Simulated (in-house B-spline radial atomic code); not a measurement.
A fraction x of an electron is removed from 3d in Co IV (Co3+), starting from [Ar] 3d6 and keeping the highest spin. Computed with a radial B-spline atomic code at the basis-set limit: non-relativistic PW91, spin-polarised, spherical fractional occupations, point nucleus.

```json
{"x": "0", "E(x) - E(0) (eV)": "0.0000", "3d down level (eV)": "-42.820"}
{"x": "0.12", "E(x) - E(0) (eV)": "5.2726", "3d down level (eV)": "-45.062"}
{"x": "0.13", "E(x) - E(0) (eV)": "5.7242", "3d down level (eV)": "-45.250"}
{"x": "0.26", "E(x) - E(0) (eV)": "11.7668", "3d down level (eV)": "-47.720"}
{"x": "0.44", "E(x) - E(0) (eV)": "20.6687", "3d down level (eV)": "-51.202"}
{"x": "0.5", "E(x) - E(0) (eV)": "23.7761", "3d down level (eV)": "-52.379"}
{"x": "0.56", "E(x) - E(0) (eV)": "26.9544", "3d down level (eV)": "-53.563"}
{"x": "0.66", "E(x) - E(0) (eV)": "32.4101", "3d down level (eV)": "-55.554"}
{"x": "0.87", "E(x) - E(0) (eV)": "44.5207", "3d down level (eV)": "-59.801"}
{"x": "0.94", "E(x) - E(0) (eV)": "48.7569", "3d down level (eV)": "-61.235"}
{"x": "1", "E(x) - E(0) (eV)": "52.4682", "3d down level (eV)": "-"}
```

The exact functional would give a straight line between the two integer points. Deviations E(x) - E(0) - x[E(1) - E(0)], in eV: -1.024 at x = 0.12, -1.097 at x = 0.13, -1.875 at x = 0.26, -2.417 at x = 0.44, -2.458 at x = 0.5, -2.428 at x = 0.56, -2.219 at x = 0.66, -1.127 at x = 0.87, -0.563 at x = 0.94.

The curve lies below the straight line by up to 2.458 eV (at x = 0.5): convex, the delocalisation error that favours fractional charges.

Task: How well does Slater's transition state (minus the level at half occupation) give the ionisation energy?

Result: It gives 52.379 eV against 52.468 eV from the two total energies; NIST lists 51.27 eV, ground level to ground level.
